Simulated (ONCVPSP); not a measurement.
Hg (Z = 80) ONCV: all-electron and pseudo phase curves

| Quantity | Value |
| --- | --- |
| Element | Hg (Z = 80) |
| Generator | ONCVPSP 4.0.1 |
| Type | optimised norm-conserving Vanderbilt (ONCV) |
| Functional | PBEsol |
| Relativity | scalar-relativistic |
| Frozen core | [Xe] 4f14 |
| Valence charge | 12 |
| Reference configuration | 5d10 6s1 (charge +1) |
| Partial waves | 6s: rc 2.30 bohr, ncon 4, nbas 8, qcut 3 1/bohr, 3 projectors, debl 2.3 Ha; p scattering state at 0.17 Ha: rc 1.80 bohr, ncon 4, nbas 8, qcut 4.2 1/bohr, 2 projectors, debl 1 Ha; 5d: rc 1.25 bohr, ncon 4, nbas 7, qcut 7.2 1/bohr, 2 projectors, debl 3.9 Ha |
| Local potential | polynomial inside 0.90 bohr (lpopt 5, dvloc0 4 Ha) |
| Core correction | Teter function, fcfact 4.75, rcfact 1.65 |

The phase is arctan(r·R′/R) of the radial function R(r), unwrapped; energies in Ha, scanned from -2 to 5 Ha. A pole is an energy at which the radial function vanishes at the test radius. The pseudo phase is shifted by a multiple of π to meet the all-electron one at the reference energy, and phase errors are pseudo minus all-electron; the curves can meet again beyond the range given. Levels narrower than the energy grid can be missing from the lists of poles.

| channel | radius (bohr) | reference energy (Ha) | poles, all-electron | poles, pseudo | unbroken range about the reference energy with phases within 0.05 rad | phase error 1 Ha above the reference energy (rad) |
| --- | --- | --- | --- | --- | --- | --- |
| s | 2.34 | -0.54 | 0.82 | 0.82 | the whole range | -0.000 |
| p | 1.83 | 0.17 | none | none | above -1.9 | +0.000 |
| d | 1.27 | -0.69 | 3.47 | 3.47 | the whole range | -0.000 |

Note: ghosts flagged at negative energy: s at -200.0 eV, p at -65.6 eV; GHOST(+) flagged for s at 154.8 eV, p at 373.9 eV. A true bound ghost makes a file unfit for plane-wave use.

Phases in the s channel:

| E (Ha) | all-electron | pseudo |
| --- | --- | --- |
| -1.98 | 1.150 | 1.149 |
| -1.80 | 1.092 | 1.091 |
| -1.62 | 1.010 | 1.010 |
| -1.44 | 0.889 | 0.888 |
| -1.26 | 0.693 | 0.692 |
| -1.08 | 0.364 | 0.364 |
| -0.90 | -0.129 | -0.129 |
| -0.72 | -0.626 | -0.626 |
| -0.54 | -0.961 | -0.961 |
| -0.36 | -1.161 | -1.161 |
| -0.18 | -1.287 | -1.287 |
| 0.00 | -1.372 | -1.372 |
| 0.18 | -1.434 | -1.434 |
| 0.36 | -1.482 | -1.482 |
| 0.54 | -1.520 | -1.520 |
| 0.72 | -1.554 | -1.554 |
| 0.90 | -1.583 | -1.583 |
| 1.08 | -1.611 | -1.611 |
| 1.26 | -1.637 | -1.637 |
| 1.44 | -1.664 | -1.664 |
| 1.62 | -1.693 | -1.693 |
| 1.80 | -1.725 | -1.725 |
| 1.98 | -1.762 | -1.762 |
| 2.16 | -1.808 | -1.808 |
| 2.34 | -1.867 | -1.867 |
| 2.52 | -1.950 | -1.950 |
| 2.70 | -2.077 | -2.077 |
| 2.88 | -2.292 | -2.292 |
| 3.06 | -2.684 | -2.686 |
| 3.24 | -3.288 | -3.289 |
| 3.42 | -3.811 | -3.812 |
| 3.60 | -4.109 | -4.109 |
| 3.78 | -4.275 | -4.275 |
| 3.96 | -4.376 | -4.376 |
| 4.14 | -4.444 | -4.444 |
| 4.32 | -4.493 | -4.493 |
| 4.50 | -4.530 | -4.530 |
| 4.68 | -4.559 | -4.559 |
| 4.86 | -4.582 | -4.583 |
